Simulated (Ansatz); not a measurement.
Ideal-gas functions of CH3FOSSi (`O[Si@H]1S[C@H]1F`) at 800 K and 1 bar, from an Ansatz frequency run at PBE0-D4/def2-TZVP.

Molar mass 110.18 g/mol, point group C1 (symmetry number 1), electronic degeneracy 1, moments of inertia 122.302, 170.593, 244.214 u Å². Harmonic wavenumbers (cm⁻¹, unscaled): 128, 211, 327, 343, 394, 523, 589, 659, 738, 783, 898, 957, 1000, 1104, 1312, 2303, 3162, 3896.

Use S(trans) = R[1.5 ln M + 2.5 ln T − 1.1517]; rotational temperatures θ = 24.2544 K / I; S(rot) = R[ln(√π/σ · √(T³/θAθBθC)) + 1.5]; for each mode x = 1.438777 ν̃/T, S = R[x/(eˣ − 1) − ln(1 − e⁻ˣ)] and H = RT x/(eˣ − 1); 1 cm⁻¹ = 0.0119627 kJ/mol; R = 8.31446 J/(mol·K).

Task: By hand: the entropy, in J/(mol·K).

Result: Translation 188.0. Rotation: θ = 0.1983, 0.1422, 0.0993 K, giving 125.0. Vibration, mode by mode: 20.54, 16.42, 12.85, 12.46, 11.35, 9.12, 8.21, 7.37, 6.55, 6.12, 5.18, 4.76, 4.47, 3.86, 2.87, 0.69, 0.19, 0.06, in all 133.1. Electronic 0.0. Sum 446.1 J/(mol·K).

Task: By hand: H − E and G − E in kJ/mol, counted from the electronic energy.

Result: Zero-point energy ½ × 19327 × 0.0119627 = 115.6; thermal vibration 55.0; translation, rotation and pV give 4 RT = 26.6. H − E = 197.2 kJ/mol, and G − E = 197.2 − 800 × 446.1/1000 = -159.7 kJ/mol.

Vibration gives 30 % of the entropy, 20.5 J/(mol·K) of it from the mode under 150 cm⁻¹: soft modes count most, and the harmonic formula is weakest for them. The sum counts one conformer and one mirror image; others add a mixing term.
